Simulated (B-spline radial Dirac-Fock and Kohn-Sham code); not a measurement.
**How the binding energies of Co²²⁺ add up**

System: the Co²²⁺ ion, [He] 2s2 2p1; nuclear rms radius 3.7875 fm (A = 59).

Input file task.json (cfg lists n, l and occupation; rrms is the nuclear radius in fm):

```json
{"items": [{
  "Z": 27,
  "q": 22,
  "cfg": [[1, 0, 2], [2, 0, 2], [2, 1, 1]],
  "A": 59,
  "rrms": 3.7875,
  "do": ["binding"]
}]}
```

Command: `python xray_run.py task.json out`

Model: ΔSCF Dirac-Fock with Breit, self-energy and vacuum polarisation, finite nucleus, configuration average. Program: an atomic code on a B-spline grid. Correlation energy is missing from these numbers. Energies are counted from the vacuum level.

All terms are in eV, carry their sign (relaxation lowers the binding energy) and add up to the binding energy; ⟨r⟩ is the mean radius of the orbital in the initial state.

```csv
subshell,−ε (Koopmans),relaxation,Gaunt,retardation,self-energy,vacuum polarisation,binding energy,⟨r⟩ (bohr)
K,9117.0,-7.12,-7.94,0.17,-4.53,0.40,9098.0,0.056
L1,2013.1,-0.59,-0.79,0.07,-0.54,0.04,2011.3,0.235
"L2,3",1952.7,-0.69,-1.01,0.22,0.03,0.00,1951.3,0.202
```

For the deepest level, K (1s), the Breit terms make up -0.085 % of the binding energy, QED -0.045 % and orbital relaxation -0.078 %.

Going to the tabulated ground configuration of the next ion removes an electron from L2,3 (2p), computed at 1951.3 eV. NIST lists 1960.8 ± 0.8 eV as the ionisation energy of this species (semi-empirical), +9.52 eV from the computed value. Where a p, d or f shell is open in either ion the computed value averages over both j values and all terms, while the table refers to the lowest levels; that difference holds spin-orbit splitting (largest in heavy or highly charged ions), term energies where several electrons share open shells, and correlation, and it can reach 10 % or more.
